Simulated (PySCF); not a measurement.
A GIAO shielding run with PySCF (density fitting, non-relativistic, gas phase) on `C[N](C)[AlH][F]`, C2H7AlFN:

```
$ OMP_NUM_THREADS=1 python probes_run.py task.json out

{"job": {"kind": "nmr", "xc": "PBE0", "basis": "6-31G*", "pop": true}, "charge": 0, "multiplicity": 1}
C     -0.882022    -1.104792    -0.048838
N      0.062389    -0.017348     0.001573
C     -0.553218     1.286493    -0.049372
Al     1.811453    -0.274670     0.122188
F      2.775978     1.084903     0.162017
H     -1.481100    -1.089791    -0.980757
H     -0.366253    -2.077829    -0.004899
H     -1.598297    -1.071849     0.795920
H     -1.140920     1.428091    -0.977740
H     -1.246272     1.448364     0.799778
H      0.209961     2.078473    -0.012755
H      2.445508    -1.713031     0.186678
```

Hardware: 1 thread of an Arm Neoverse V1, shared host. The job also computes population analyses, field gradients.

(1) How large is the calculation?

(2) How long does it take, and how much memory does it need?

(3) And these other runs on the same molecule and hardware: GIAO shielding at B3LYP/pcSseg-2; GIAO shielding at B97-D/pcSseg-2; GIAO shielding at BLYP/pcSseg-2; GIAO shielding at BP86/pcSseg-2; GIAO shielding at HF/pcSseg-2; GIAO shielding at KT2/pcSseg-2?

Answers

(1) 48 electrons, 88 basis functions and 585 auxiliary functions.

(2) 7 s of wall time, with 12 SCF cycles and 4 response iterations; peak memory 0.49 GiB. Times on a shared host scatter by some tens of per cent.

(3) B3LYP/pcSseg-2: 285 functions, 36 s; B97-D/pcSseg-2: 285 functions, 50 s; BLYP/pcSseg-2: 285 functions, 50 s; BP86/pcSseg-2: 285 functions, 50 s; HF/pcSseg-2: 285 functions, 21 s; KT2/pcSseg-2: 285 functions, 50 s.
